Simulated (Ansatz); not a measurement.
`[SiH3][BH][GeH2][Cl]` + `FCS` → `FCS[SiH3]` + `[BH2][GeH2][Cl]` at 500 K and 1 bar (cleavage of the Si–B bond).

Calculated with Ansatz (gas phase, PBE0-D4/def2-TZVP geometries, no zero-point term in ΔE). CBS: MP2 limit from def2 TZ/QZ plus the TZ coupled-cluster correction, frozen cores. For Ge outer-core shells are correlated without core-valence functions, which leaves a few kJ/mol of doubt a bond. Scalar relativity is left out up to krypton. Each species was taken in one conformer, which may not be the lowest.

| species | CCSD(T)/CBS energy (Eh) | H − E (kJ/mol) | S (J/(mol·K)) |
| --- | --- | --- | --- |
| `[SiH3][BH][GeH2][Cl]` | -2853.36466 | 191.6 | 456.2 |
| `FCS` | -537.40796 | 130.0 | 305.7 |
| `FCS[SiH3]` | -827.70796 | 190.3 | 386.3 |
| `[BH2][GeH2][Cl]` | -2563.08808 | 132.7 | 365.9 |

H − E and S are ideal-gas, rigid-rotor, harmonic terms from PBE0-D4/def2-TZVP, for one conformer and one mirror image of each species. 1 Eh = 2625.50 kJ/mol, R = 8.31446 J/(mol·K).

**Question.** By hand: ΔE, ΔH, ΔS and ΔG.

**Answer.** ΔE = (-827.70796) + (-2563.08808) − (-2853.36466) − (-537.40796) = -0.02342 Eh = -61.5 kJ/mol. Δ(H − E) = 190.3 + 132.7 − 191.6 − 130.0 = 1.4, so ΔH = -60.1 kJ/mol. ΔS = 386.3 + 365.9 − 456.2 − 305.7 = -9.7 J/(mol·K). ΔG = -60.1 − 500 × (-9.7)/1000 = -55.2 kJ/mol.

**Question.** By hand: the equilibrium constant, and the temperature at which ΔG would vanish if ΔH and ΔS stayed fixed.

**Answer.** log₁₀ K = −ΔG/(RT ln 10) = 5.8. ΔG = 0 at ΔH/ΔS = 6196 K, far beyond where these terms or the molecules hold.

The number of gas molecules stays the same, so ΔS is small and ΔH decides. A doubt of 5 kJ/mol in ΔE shifts log₁₀ K by 0.5 here. Other conformers and mirror images would add mixing entropy, several J/(mol·K) or more a flexible species. Modes under 60 cm⁻¹, often nearly free rotors, make the harmonic entropy too high. These are equilibria of isolated gas molecules and say nothing of rates. Largest T1 diagnostic: 0.012 (customary marks: 0.02 for closed shells, 0.045 for open ones).
